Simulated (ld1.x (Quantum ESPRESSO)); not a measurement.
# Which change was made? (O, TM)

- Element: O (Z = 8)
- Generator: ld1.x (Quantum ESPRESSO) 7.5
- Type: norm-conserving Troullier–Martins (Kleinman–Bylander form)
- Functional: PBE
- Relativity: scalar-relativistic
- Frozen core: [He]
- Valence charge: 6
- Reference configuration: 2s2 2p3 (charge +1)
- Partial waves: 2p (bound): rc 1.20 bohr; 2s (bound): rc 0.85 bohr
- Local potential: the s channel
- Core correction: a·sin(br)/r model core, default radius (core density twice the valence density)

Cutoffs, loose and tight: the cutoffs (Ry, on a coarse ladder) from which the occupation-weighted sum of valence levels, in a spherical-Bessel basis at the reference potential, stays within 10 and 1 mRy of its value at 400 Ry. They do not see the model core or the augmentation charge, which bear on the density cutoff. Test errors are all-electron minus pseudo excitation energies from the reference, over the configurations 2s2 2p4; 2s2 2p2; 2s2 2p1; 2s0 2p6; 2s2 2p3.5; 2s1 2p5; 2s2 2p0; variants that change the core or the reference have their own tests. The largest error is taken over the tests solved by every variant that gives reliable tests at all, those not shown here included: 2s0 2p6; 2s1 2p5; 2s2 2p0; 2s2 2p1; 2s2 2p2; 2s2 2p3.5.

The base gives: outcome: generated; cutoff, loose: 100 Ry; cutoff, tight: 180 Ry; bound ghosts: none; largest test error (meV): +819.

**Question.** After one change the result is: outcome: generated; cutoff, loose: 260 Ry; cutoff, tight: over 300 Ry; bound ghosts: none; largest test error (meV): +864. Which change was it?
A. wave 2s (bound): rc 0.85 bohr becomes 2s (bound): rc 0.54 bohr
B. wave 2s (bound): rc 0.85 bohr becomes 2s (bound): rc 1.14 bohr
C. wave 2s (bound): rc 0.85 bohr becomes 2s (bound): rc 0.64 bohr

**Answer.** A. The others give: wave 2s (bound): rc 0.85 bohr becomes 2s (bound): rc 1.14 bohr → outcome: generated; cutoff, loose: 90 Ry; cutoff, tight: 140 Ry; bound ghosts: none; largest test error (meV): +1074 | wave 2s (bound): rc 0.85 bohr becomes 2s (bound): rc 0.64 bohr → outcome: generated; cutoff, loose: 160 Ry; cutoff, tight: over 300 Ry; bound ghosts: none; largest test error (meV): +812.
